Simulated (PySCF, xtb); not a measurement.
1-chloro-1-fluorocyclobutane (C4H6ClF), SMILES FC1(Cl)CCC1.

Harmonic wavenumbers (cm⁻¹) from GFN2-xTB (xtb) at its own minimum, in rising order: 54, 263, 300, 359, 432, 521, 710, 805, 808, 894, 1020, 1030, 1034, 1101, 1104, 1149, 1175, 1181, 1236, 1251, 1267, 1439, 1444, 1476, 3017, 3021, 3031, 3036, 3038, 3043.

Task: What does PBE0-D3(BJ)/def2-SVP (PySCF) give at its own minimum? (The exact figures need the calculation; the answer reports its results.)

Result: 140, 286, 334, 398, 449, 575, 662, 786, 799, 922, 957, 1001, 1028, 1134, 1138, 1197, 1209, 1246, 1247, 1282, 1328, 1430, 1445, 1477, 3096, 3100, 3108, 3171, 3180, 3184. Paired by order, the mean absolute difference is 48 cm⁻¹ and the zero-point energies are 57.5 and 59.1 kcal/mol.
